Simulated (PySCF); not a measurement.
Compound: C4H7BO.
Numbering: `[BH2:1][C:2](=[CH2:3])[O:4][CH:5]=[CH2:6]` (hydrogens: H7, H8 on B1; H9, H10 on C3; H11 on C5; H12, H13 on C6)

The calculation used core-valence-separated Tamm–Dancoff BHandHLYP/aug-pcX-1 (pcseg-1 on H) in PySCF, non-relativistic, gas phase, PBE0-D3(BJ)/def2-SVP geometry.

Computed oxygen K-edge spectrum, Gaussian lines of 0.3 eV full width, highest printed point 100; it ends one width below the last computed root. No shift to experiment was applied.

(photon energy (eV), absorption): (532.1, 1), (532.2, 5), (532.3, 15), (532.4, 27), (532.5, 27), (532.6, 14), (532.7, 4), (532.8, 1), (532.9, 0), (533.0, 0), (533.1, 0), (533.2, 0), (533.3, 0), (533.4, 0), (533.5, 0), (533.6, 0), (533.7, 2), (533.8, 10), (533.9, 32), (534.0, 60), (534.1, 59), (534.2, 32), (534.3, 9), (534.4, 1), (534.5, 0), (534.6, 1), (534.7, 5), (534.8, 19), (534.9, 38), (535.0, 44), (535.1, 36), (535.2, 44), (535.3, 81), (535.4, 100), (535.5, 69), (535.6, 29), (535.7, 17), (535.8, 26), (535.9, 34), (536.0, 30)

Problem. Assign the maxima to core holes.

Solution. 5 maxima:
- 532.4 eV: O4 (ether oxygen), 532.45 eV, f = 0.005, 100 % of the height at the exact maximum
- 534.0 eV: O4 (ether oxygen), 534.05 eV, f = 0.011, 100 % of the height at the exact maximum
- 535.0 eV: O4 (ether oxygen), 535.01 eV, f = 0.004, 54 % of the height at the exact maximum; O4 (ether oxygen), 534.93 eV, f = 0.004, 44 % of the height at the exact maximum
- 535.4 eV: O4 (ether oxygen), 535.39 eV, f = 0.018, 100 % of the height at the exact maximum
- 535.9 eV: O4 (ether oxygen), 535.86 eV, f = 0.004, 60 % of the height at the exact maximum; O4 (ether oxygen), 536.01 eV, f = 0.003, 39 % of the height at the exact maximum

Roots within 0.03 eV on the same or equivalent atoms count as one line; shares under 12 % aren't listed.

Vibrational structure and lifetime widths aren't in the curve. The ionisation threshold wasn't computed; near and above it a finite basis only mimics Rydberg series and continuum.

Shape of the structure used: `[BH2:1][C:2](=[CH2:3])[O:4][CH:5]=[CH2:6]`: B1–C2–O4–C5 26°, C2–O4–C5–C6 -171°.

One conformer stands for the species.
